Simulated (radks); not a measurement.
These are the eigenvalues of the occupied orbitals of an atom or ion with whole-number occupations (eV). Calculated with a radial shooting solver on a logarithmic mesh with Libxc functionals: Dirac Kohn-Sham, PBEsol, spin-unpolarised, spherical densities, point nucleus.

orbital  eigenvalue
1s1/2     -475.7243
2s1/2      -85.0297
7p1/2       -4.4041
7p3/2       -4.4034

Which element is it, and in what charge state? The configuration may be excited. Open shells, if any, are shared by 2j + 1.

Answer. Z = 7, nitrogen, charge +3: N3+ in [He] 2s1 7p1. The list shows which subshells hold electrons but not how many an open one holds; the 1s level, -17.483 hartree, gives Z - s = 5.9 by -(Z - s)^2/2, which with screening and relativity narrows Z to a few neighbours, and the depths of the outer levels then fix element, charge and occupations together.
